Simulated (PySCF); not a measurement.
## Basis-set dependence of population analyses: `C=N[SiH2]S[SiH3]`

CH₇NSSi₂.
Atom-mapped SMILES: `[CH2:1]=[N:2][SiH2:3][S:4][SiH3:5]` (hydrogens: H6, H7 on C1; H8, H9 on Si3; H10, H11, H12 on Si5)

Geometry (PBE0-D3(BJ)/def2-SVP, Å), atoms numbered from 1 in this order:
```xyz
12
CH7NSSi2 angstrom
C     -1.556    0.608    0.704
N     -0.695    0.238   -0.140
Si    -0.773   -1.169   -1.182
S      0.923   -2.376   -0.692
Si     2.379   -0.788   -0.528
H     -2.524    0.092    0.882
H     -1.378    1.501    1.331
H     -1.989   -2.020   -0.988
H     -0.705   -0.665   -2.582
H      3.699   -1.470   -0.659
H      2.313   -0.101    0.792
H      2.210    0.199   -1.633
```

PBE0 throughout (PySCF), one geometry, spherical d and f functions. The structure is a single PBE0-D3(BJ)/def2-SVP conformer in the gas phase; no vibrational or solvent corrections. The first 7 of 9 kinds of atom are listed.

Mulliken charges (e):

```tsv
basis	functions	C1	N2	Si3	S4	Si5	H6	H7
STO-3G	44	-0.051	-0.397	+0.598	-0.186	+0.440	+0.061	+0.080
6-31G	71	-0.106	-0.554	+0.705	-0.427	+0.474	+0.150	+0.179
pcSseg-0	71	-0.086	-0.802	+0.821	-0.617	+0.379	+0.206	+0.235
6-31G*	96	-0.141	-0.410	+0.531	-0.387	+0.326	+0.160	+0.179
cc-pVDZ	117	+0.074	-0.304	+0.383	-0.306	+0.224	+0.041	+0.057
def2-SVP	117	+0.053	-0.360	+0.533	-0.425	+0.369	+0.049	+0.066
aug-cc-pVDZ	190	+0.616	-0.336	-0.010	-0.608	-0.614	-0.205	-0.280
6-311+G(2d,p)	201	-0.156	-0.380	+0.510	-0.259	+0.275	+0.115	+0.126
def2-TZVP	215	-0.103	-0.261	+0.330	-0.307	+0.178	+0.106	+0.127
cc-pVTZ	260	-0.052	-0.240	+0.318	-0.275	+0.176	+0.079	+0.106
IGLO-III	272	+0.003	-0.505	+0.976	-0.681	+0.795	+0.077	+0.115
```

IAO charges (e):

```json
{"basis": "STO-3G", "functions": "44", "C1": "-0.141", "N2": "-0.423", "Si3": "+0.691", "S4": "-0.294", "Si5": "+0.517", "H6": "+0.095", "H7": "+0.125"}
{"basis": "6-31G", "functions": "71", "C1": "-0.097", "N2": "-0.483", "Si3": "+0.642", "S4": "-0.369", "Si5": "+0.381", "H6": "+0.117", "H7": "+0.158"}
{"basis": "pcSseg-0", "functions": "71", "C1": "-0.078", "N2": "-0.487", "Si3": "+0.650", "S4": "-0.383", "Si5": "+0.364", "H6": "+0.111", "H7": "+0.148"}
{"basis": "6-31G*", "functions": "96", "C1": "-0.062", "N2": "-0.523", "Si3": "+0.784", "S4": "-0.416", "Si5": "+0.516", "H6": "+0.110", "H7": "+0.144"}
{"basis": "cc-pVDZ", "functions": "117", "C1": "-0.067", "N2": "-0.510", "Si3": "+0.781", "S4": "-0.416", "Si5": "+0.514", "H6": "+0.108", "H7": "+0.142"}
{"basis": "def2-SVP", "functions": "117", "C1": "-0.060", "N2": "-0.511", "Si3": "+0.794", "S4": "-0.417", "Si5": "+0.531", "H6": "+0.105", "H7": "+0.138"}
{"basis": "aug-cc-pVDZ", "functions": "190", "C1": "-0.071", "N2": "-0.519", "Si3": "+0.787", "S4": "-0.422", "Si5": "+0.517", "H6": "+0.111", "H7": "+0.146"}
{"basis": "6-311+G(2d,p)", "functions": "201", "C1": "-0.070", "N2": "-0.530", "Si3": "+0.817", "S4": "-0.429", "Si5": "+0.545", "H6": "+0.112", "H7": "+0.146"}
{"basis": "def2-TZVP", "functions": "215", "C1": "-0.069", "N2": "-0.532", "Si3": "+0.828", "S4": "-0.432", "Si5": "+0.554", "H6": "+0.112", "H7": "+0.145"}
{"basis": "cc-pVTZ", "functions": "260", "C1": "-0.070", "N2": "-0.527", "Si3": "+0.816", "S4": "-0.430", "Si5": "+0.541", "H6": "+0.112", "H7": "+0.145"}
{"basis": "IGLO-III", "functions": "272", "C1": "-0.071", "N2": "-0.531", "Si3": "+0.823", "S4": "-0.428", "Si5": "+0.549", "H6": "+0.112", "H7": "+0.146"}
```

**Question.** Which scheme is steadiest as the basis changes?

**Answer.** Largest range over the bases for any column: IAO 0.19 e, Mulliken 1.41 e. IAO charges move least and Mulliken charges most, counted in e. Without the minimal STO-3G basis the ranges are IAO 0.19, Mulliken 1.41 e.

**Question.** How much do the charges still move between the two largest bases, cc-pVTZ and IGLO-III?

**Answer.** At most, over all atoms: Mulliken 0.658 e, IAO 0.008 e.

**Question.** What do the same runs give for the total energy, the frontier levels and the dipole moment?

**Answer.** 
```
        basis  energy (Eh)  HOMO (eV)  LUMO (eV)  μ (D)
       STO-3G   -1061.4675      -3.56       2.69   0.98
        6-31G   -1073.5767      -7.13      -1.10   2.77
     pcSseg-0   -1072.3685      -7.30      -1.27   2.95
       6-31G*   -1073.7161      -7.23      -1.01   2.41
      cc-pVDZ   -1073.7775      -7.21      -1.03   2.14
     def2-SVP   -1073.3987      -7.27      -1.12   2.20
  aug-cc-pVDZ   -1073.7893      -7.31      -1.31   2.10
6-311+G(2d,p)   -1073.8390      -7.34      -1.33   2.10
    def2-TZVP   -1073.8509      -7.34      -1.26   2.07
      cc-pVTZ   -1073.8558      -7.33      -1.21   2.10
     IGLO-III   -1073.8473      -7.31      -1.29   2.02
```

The dipole is fixed by the density alone, so its range of 1.97 D shows that the density itself changes with the basis, not only its division among atoms.
